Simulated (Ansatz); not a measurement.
Frontier orbitals of `ClB1NC[Se]1`.

```xyz
8

Cl    0.419    1.892   -2.155
B     0.128    0.589   -1.037
N     0.136    0.586    0.356
C    -0.176   -0.789    0.669
Se   -0.309   -1.318   -1.240
H     0.302    1.293    1.053
H    -1.129   -0.926    1.183
H     0.628   -1.328    1.172
```

The species carries charge 0 and has multiplicity 1. Correlated methods include outer-core shells of Se, which these sets cover unevenly. Scalar relativity is left out up to krypton. All single points use the PBE0-D4/def2-TZVP geometry. Basis def2-TZVPP, Ansatz.

| functional | HOMO (eV) | LUMO (eV) | gap (eV) |
| --- | --- | --- | --- |
| PBE | -5.63 | -1.32 | 4.31 |
| revPBE | -5.57 | -1.23 | 4.34 |
| r2SCAN | -5.89 | -1.10 | 4.79 |
| PBE0 | -6.77 | -0.39 | 6.38 |
| ωB97M-V | -8.92 | 1.51 | 10.43 |

A quarter of exact exchange (PBE0) shifts PBE's HOMO by −1.14 eV and its LUMO by +0.93 eV; full exchange at long range (ωB97M-V) shifts them by −3.29 and +2.82 eV. The gap opens from 4.31 to 10.42 eV, since occupied levels lose self-interaction and empty ones feel all the electrons. A positive LUMO is unbound and depends on the basis.
